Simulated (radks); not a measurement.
Results of a calculation; reference values are marked as such.
The mean radii <r> (bohr) of the occupied orbitals of an atom or ion are listed with their occupations. Level of theory: Dirac Kohn-Sham, PBE, spin-unpolarised, spherical densities, point nucleus (a radial shooting solver on a logarithmic mesh with Libxc functionals).

| orbital | occ. | <r> |
|---|---|---|
| 1s1/2 | 2 | 0.06959 |
| 2s1/2 | 2 | 0.3247 |
| 2p1/2 | 2 | 0.2880 |
| 2p3/2 | 4 | 0.2907 |
| 3s1/2 | 2 | 1.007 |
| 3p1/2 | 2 | 1.080 |
| 3p3/2 | 4 | 1.088 |
| 3d3/2 | 0.8 | 1.516 |
| 3d5/2 | 1.2 | 1.521 |
| 4s1/2 | 1 | 3.190 |

Name the element and its charge. Open shells, if any, are shared by 2j + 1.

Answer. Z = 22, titanium, charge +1: Ti+ in [Ar] 3d2 4s1. The 1s radius gives Z: for a bare nucleus <r> = (2 gamma + 1)/(2Z) with gamma = sqrt(1 - (Z/c)^2), 0.06759 bohr for Z = 22, and screening makes it slightly larger (0.06959 here). The occupations add up to 21, and the charge is Z minus that.
